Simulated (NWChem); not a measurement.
silicon dioxide molecule (SiO$_{2}$); SMILES [Si](=O)=O

```xyz
3

O      0.0000     0.0000    -1.5060
Si     0.0000     0.0000     0.0000
O      0.0000     0.0000     1.5060
```
Atoms are numbered in this order, from 1.

All runs: NWChem. Pople sets run with spherical d functions. STO-3G and 3-21G are far too small for this property and stand as cheap habits. The geometry was optimised at PBE0-D3(BJ)/def2-TZVP. Field at 589 nm.

Task: Order these by “isotropic polarisability (bohr³)”, lowest first: B3LYP/def2-SVPD; B3LYP/6-31G*; B3LYP/STO-3G.

Result: B3LYP/STO-3G (12.7), B3LYP/6-31G* (23.8), B3LYP/def2-SVPD (30.7)
